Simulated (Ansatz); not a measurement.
Relaxation of ZnSn12⁺ with UKS PBE-D4/def2-SVP.

```sh
$ ansatz run in.yaml --threads 2 --pin off --events-out ev --progress --plain --max-ram 22528MiB --backend cuda --devices 0, --max-vram 18GiB
```

```yaml
crystal:
  periodic: [false, false, false]
  atoms:
    - {symbol: Zn, position_ang: [0.180750, -2.122270, -1.987950]}
    - {symbol: Sn, position_ang: [0.022350, -0.032900, -0.101710]}
    - {symbol: Sn, position_ang: [-2.133740, -0.570780, 1.805430]}
    - {symbol: Sn, position_ang: [-0.542210, -2.780150, 0.583850]}
    - {symbol: Sn, position_ang: [0.811070, -0.987400, 2.553330]}
    - {symbol: Sn, position_ang: [-0.295710, 1.776920, 2.171310]}
    - {symbol: Sn, position_ang: [-2.281820, 1.791480, -0.100750]}
    - {symbol: Sn, position_ang: [-2.446060, -1.037060, -1.126330]}
    - {symbol: Sn, position_ang: [0.543250, 2.826050, -0.539590]}
    - {symbol: Sn, position_ang: [2.449230, 1.114610, 1.098180]}
    - {symbol: Sn, position_ang: [2.159510, 0.658480, -1.845340]}
    - {symbol: Sn, position_ang: [-0.786030, 1.080520, -2.590790]}
    - {symbol: Sn, position_ang: [2.319420, -1.717510, 0.080360]}
basis:
  gaussian: {orbitals: def2-SVP}
total_charge: 1
magnetization: {spin_polarized: true, initial_magnetization: 1}
hamiltonian: {xc: pbe, dispersion: d4}
scf: {lower_state_search: "off"}
output: {orbitals: {seedname: orbitals}}
relax: {f_tol: 0.03, max_steps: 70}
```

It took 26 s on 2 threads of AMD EPYC 7R13 on a shared host and a share (18 GiB) of an NVIDIA H100 80GB HBM3, peak host memory 1.1 GiB.

Positions (Å) and forces (eV/Å) at steps 1, 2, 3, 4, 5, 6 of 6:

```xyz
13
step=1 energy=-118391.7061 eV
Zn    0.181   -2.122   -1.988    0.241   -0.018   -0.861
Sn    0.022   -0.033   -0.102    0.061   -0.109   -0.249
Sn   -2.134   -0.571    1.805   -1.772   -0.406    1.605
Sn   -0.542   -2.780    0.584   -0.374   -2.195    0.263
Sn    0.811   -0.987    2.553    0.642   -0.761    2.202
Sn   -0.296    1.777    2.171   -0.228    1.307    1.638
Sn   -2.282    1.791   -0.101   -1.801    1.457   -0.030
Sn   -2.446   -1.037   -1.126   -1.561   -1.024   -1.131
Sn    0.543    2.826   -0.540    0.411    2.241   -0.355
Sn    2.449    1.115    1.098    1.909    0.926    0.905
Sn    2.160    0.658   -1.845    1.299   -0.092   -1.602
Sn   -0.786    1.081   -2.591   -0.373    0.149   -2.031
Sn    2.319   -1.718    0.080    1.545   -1.475   -0.354
13
step=2 energy=-118394.0065 eV
Zn    0.197   -2.125   -2.046    0.103    0.215   -0.226
Sn    0.026   -0.032   -0.111   -0.051    0.133    0.260
Sn   -2.278   -0.607    1.932   -0.189   -0.041    0.159
Sn   -0.570   -2.957    0.597   -0.066   -0.287    0.087
Sn    0.865   -1.053    2.729    0.077   -0.083    0.225
Sn   -0.314    1.881    2.303   -0.013    0.071    0.091
Sn   -2.427    1.907   -0.109   -0.191    0.167   -0.019
Sn   -2.573   -1.119   -1.216   -0.185   -0.166   -0.114
Sn    0.578    3.004   -0.575    0.047    0.255   -0.046
Sn    2.606    1.186    1.165    0.214    0.110    0.084
Sn    2.266    0.654   -1.971    0.138   -0.091   -0.212
Sn   -0.818    1.096   -2.751   -0.043   -0.066   -0.256
Sn    2.445   -1.836    0.054    0.158   -0.219   -0.033
13
step=3 energy=-118394.1144 eV
Zn    0.243   -1.934   -2.086    0.039    0.205   -0.006
Sn    0.008    0.021   -0.016    0.005   -0.236   -0.171
Sn   -2.318   -0.627    1.961   -0.024   -0.001    0.068
Sn   -0.573   -2.977    0.585   -0.004   -0.049   -0.016
Sn    0.880   -1.082    2.772   -0.015   -0.004    0.069
Sn   -0.309    1.872    2.279   -0.032    0.262    0.279
Sn   -2.466    1.919   -0.134   -0.044    0.024    0.022
Sn   -2.588   -1.157   -1.206   -0.004   -0.051   -0.045
Sn    0.591    3.022   -0.619    0.005    0.045    0.004
Sn    2.652    1.186    1.160    0.034    0.014    0.040
Sn    2.263    0.595   -1.991    0.010   -0.075   -0.101
Sn   -0.826    1.041   -2.772    0.021   -0.080   -0.095
Sn    2.442   -1.878    0.067    0.009   -0.054   -0.048
13
step=4 energy=-118394.1523 eV
Zn    0.279   -1.802   -2.130    0.000    0.040    0.025
Sn    0.002    0.009   -0.001   -0.013   -0.012    0.041
Sn   -2.305   -0.614    1.998   -0.021   -0.003    0.019
Sn   -0.568   -2.982    0.556   -0.002   -0.008    0.012
Sn    0.854   -1.067    2.796    0.008   -0.008    0.026
Sn   -0.313    1.944    2.339    0.021   -0.083   -0.127
Sn   -2.463    1.902   -0.119   -0.035    0.009    0.002
Sn   -2.581   -1.189   -1.208   -0.004    0.008   -0.004
Sn    0.587    2.997   -0.624    0.009    0.030   -0.019
Sn    2.638    1.171    1.170    0.031    0.000    0.017
Sn    2.265    0.547   -2.026    0.007    0.009    0.006
Sn   -0.824    0.989   -2.806   -0.008    0.013    0.001
Sn    2.428   -1.906    0.056    0.007    0.004    0.001
13
step=5 energy=-118394.1551 eV
Zn    0.279   -1.759   -2.104    0.004   -0.060   -0.051
Sn    0.000    0.008    0.005   -0.013    0.019    0.059
Sn   -2.314   -0.621    2.001    0.009    0.008    0.003
Sn   -0.570   -2.987    0.561    0.002    0.004   -0.004
Sn    0.858   -1.076    2.802   -0.008    0.010   -0.001
Sn   -0.308    1.928    2.311    0.002    0.011   -0.001
Sn   -2.474    1.901   -0.126    0.001   -0.008    0.010
Sn   -2.584   -1.191   -1.208   -0.001    0.001   -0.005
Sn    0.591    3.000   -0.636   -0.001   -0.006    0.001
Sn    2.651    1.166    1.169   -0.008   -0.007    0.007
Sn    2.268    0.548   -2.025    0.016    0.012   -0.005
Sn   -0.827    0.992   -2.807   -0.007    0.014   -0.010
Sn    2.430   -1.909    0.058    0.003    0.000   -0.003
13
step=6 energy=-118394.1564 eV
Zn    0.282   -1.778   -2.123    0.000    0.003    0.003
Sn   -0.001    0.006    0.007    0.002   -0.009   -0.014
Sn   -2.312   -0.617    2.004   -0.001    0.001    0.002
Sn   -0.569   -2.984    0.560    0.000    0.000    0.000
Sn    0.855   -1.071    2.804    0.000    0.001    0.002
Sn   -0.306    1.933    2.309   -0.001    0.004    0.007
Sn   -2.475    1.898   -0.122    0.000    0.001    0.000
Sn   -2.582   -1.189   -1.208    0.000   -0.001    0.000
Sn    0.590    2.999   -0.636    0.000    0.000    0.000
Sn    2.649    1.164    1.173    0.000    0.000    0.000
Sn    2.269    0.552   -2.022    0.000    0.000    0.000
Sn   -0.828    0.995   -2.804    0.000    0.000    0.000
Sn    2.429   -1.907    0.057   -0.001   -0.001    0.000
```

In the def2 sets Sn takes a core potential; there is no spin–orbit coupling. The structure comes from a short search, and lower isomers may exist.
